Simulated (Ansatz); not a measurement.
Reaction (formal exchange of groups at a C–C bond): `CCCCCCCCC` + `C=C` → `C=CCCCC` + `CCCCC`

Gas-phase electronic energies from Ansatz, PBE0-D4/def2-TZVP geometries. CCSD(T)/CBS is the MP2 limit (def2-TZVPP, def2-QZVPP) plus CCSD(T) − MP2 in def2-TZVPP, frozen cores. This one scheme is used for every species. DFT in def2-TZVPP. B3LYP here is the variant with VWN-RPA as its local correlation; programs differ in this. One conformer a species, not always the lowest.

`CCCCCCCCC`:

Z-matrix (Å, degrees):
```
C
C 1 1.520
H 1 1.093 2 111.8
H 1 1.092 2 111.2 3 -120.0
H 1 1.094 2 111.1 3 120.0
C 2 1.525 1 113.9 3 -64.3
H 2 1.095 1 109.2 3 174.3
H 2 1.095 1 109.5 3 59.0
C 6 1.524 2 115.2 1 58.7
H 6 1.096 2 108.8 1 -178.7
H 6 1.096 2 108.8 1 -63.6
C 9 1.519 6 114.3 2 59.2
H 9 1.096 6 108.7 2 -178.9
H 9 1.096 6 109.8 2 -63.8
C 12 1.522 9 112.9 6 176.0
H 12 1.093 9 109.9 6 -61.1
H 12 1.098 9 109.4 6 54.6
C 15 1.530 12 114.6 9 176.3
H 15 1.096 12 108.1 9 -61.2
H 15 1.098 12 109.4 9 53.2
C 18 1.525 15 115.0 12 -94.3
H 18 1.097 15 109.2 12 29.1
H 18 1.094 15 109.3 12 144.4
C 21 1.520 18 115.3 15 60.5
H 21 1.097 18 108.6 15 -62.3
H 21 1.095 18 108.5 15 -176.9
H 24 1.093 21 110.9 18 176.2
H 24 1.094 21 111.3 18 56.3
H 24 1.093 21 111.8 18 -64.1
```

`C=C`:

```xyz
6

C    -0.586    0.092    0.292
C     0.586   -0.092   -0.292
H    -1.052   -0.683    0.892
H    -1.131    1.025    0.195
H     1.052    0.683   -0.892
H     1.131   -1.025   -0.195
```

`C=CCCCC`:

Z-matrix (Å, degrees):
```
C
C 1 1.492
C 1 1.530 2 112.8
H 1 1.094 2 109.6 3 -123.7
H 1 1.097 2 109.0 3 120.3
C 2 1.326 1 125.4 3 121.9
H 2 1.090 1 115.8 3 -57.4
C 3 1.523 1 114.5 2 -61.1
H 3 1.096 1 108.7 2 176.3
H 3 1.096 1 108.7 2 61.1
H 6 1.086 2 121.3 1 0.4
H 6 1.084 2 121.7 1 -179.9
C 8 1.520 3 113.9 1 -62.6
H 8 1.095 3 109.3 1 60.0
H 8 1.095 3 108.5 1 175.5
H 13 1.094 8 111.2 3 -55.8
H 13 1.092 8 111.7 3 64.5
H 13 1.092 8 111.2 3 -175.7
```

`CCCCC`:

```xyz
17

C     0.455    1.625    1.731
C     0.058    1.005    0.402
C     0.608   -0.402    0.223
C     0.292   -1.037   -1.125
C    -1.188   -1.290   -1.360
H     0.055    2.635    1.841
H     1.543    1.685    1.827
H     0.085    1.028    2.569
H    -1.034    0.991    0.322
H     0.415    1.636   -0.420
H     1.696   -0.372    0.358
H     0.222   -1.045    1.025
H     0.834   -1.985   -1.204
H     0.686   -0.397   -1.924
H    -1.762   -0.361   -1.383
H    -1.608   -1.918   -0.569
H    -1.357   -1.800   -2.312
```

```csv
level,ΔE (kJ/mol),difference from CCSD(T)/CBS
PBE-D4,-24.8,-5.4
r2SCAN-D4,-24.4,-5.0
PBE0-D4,-24.1,-4.7
B3LYP-D4,-23.5,-4.1
ωB97X-V,-20.5,-1.1
ωB97M-V,-19.9,-0.5
r2SCAN,-26.4,-7.0
PBE0,-27.6,-8.2
B3LYP,-28.6,-9.2
HF/def2-TZVPP,-27.4,-8.0
MP2/def2-TZVPP,-21.6,-2.2
CCSD(T)/def2-TZVPP,-18.9,0.5
HF/def2-QZVPP,-27.4,-8.0
SCS-MP2/def2-QZVPP,-22.0,-2.6
MP2/CBS(def2),-22.1,-2.7
CCSD/CBS(def2),-20.1,-0.7
CCSD(T)/CBS,-19.4,0
```

Largest T1 diagnostic among the species: 0.011.

The D4 term adds +5.1 kJ/mol with B3LYP and +3.6 kJ/mol with PBE0; it sums over pairs of atoms, weighted by their polarisabilities, and B3LYP, whose exchange is more repulsive, gets the larger term. In def2-TZVPP, CCSD(T) changes the Hartree–Fock value by +8.6 kJ/mol (the triples alone add +0.7 kJ/mol) and MP2 by +5.8 kJ/mol.
